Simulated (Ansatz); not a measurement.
System: sum formula H$_{5}$Si$_{2}$O$_{3}$, net charge -1, singlet state. It need not be the lowest isomer of its formula. Whether it binds its extra electron was not tested at this geometry. 
Structure (B3LYP-D3(BJ)/def2-TZVP (Ansatz, a quantum-chemistry and plane-wave program) minimum search):
SMILES: [O-][Si](O)(O)[SiH3]
```xyz
10

O     -0.5077    -1.8323     0.1453
Si    -0.4425    -0.2854     0.0786
O     -1.0543     0.6404     1.3531
O     -1.2735     0.4230    -1.2310
Si     1.7842     0.5064    -0.1320
H     -1.7370     1.2350     1.0286
H     -1.4980    -0.2819    -1.8466
H      1.9565     1.9929    -0.2735
H      2.6714     0.1571     1.0241
H      2.5075    -0.0456    -1.3238
```
Charge -1, spin multiplicity 1.

Basis-set convergence of Hartree-Fock and CCSD(T) correlation energies (hartree) with Ansatz. Valence correlation only, unless marked. Spin-orbit coupling is left out. Non-relativistic.

```json
[
 {"basis": "aug-cc-pV(D+d)Z", "functions": "178", "E(HF)": "-805.57119", "E(corr, CCSD(T))": "-0.89827"},
 {"basis": "aug-cc-pV(T+d)Z", "functions": "363", "E(HF)": "-805.66239", "E(corr, CCSD(T))": "-1.07959"},
 {"basis": "aug-cc-pV(Q+d)Z", "functions": "648", "E(HF)": "-805.68412", "E(corr, CCSD(T))": "-1.13980"}
]
```

Extrapolating the two largest sets (X = 3 and 4) as X^-3: E(corr) = (64·(-1.13980) - 27·(-1.07959))/37 = -1.1837 Eh, an estimate of the basis-set limit. The largest set recovers 96.3 % of it, the smallest 75.9 %.
